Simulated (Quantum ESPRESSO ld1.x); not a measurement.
Valence configurations of S I (all share [Ne]). Calculated with ld1.x of Quantum ESPRESSO 7.5: Dirac Kohn-Sham, revPBE, spin-unpolarised, spherical densities, point nucleus; open shells are shared between the two j in proportion to 2j + 1. Energies are relative to 3s2 3p4; eigenvalues in eV.

valence      E (eV)  e(3p1/2)  e(3p3/2)  e(3s1/2)
3s2 3p4       0.000    -7.033    -6.950   -17.231
3s1.5 3p4.5   5.142    -7.316    -7.232   -17.575
3s1 3p5      10.315    -7.590    -7.504   -17.906
3s0.5 3p5.5  15.516    -7.854    -7.767   -18.225
3p6          20.743    -8.110    -8.021         -

NIST lists [Ne] 3s2 3p4 as the ground configuration; this level of theory agrees among the configurations tried. The energies are those of spherical spin-averaged densities, not of single terms.
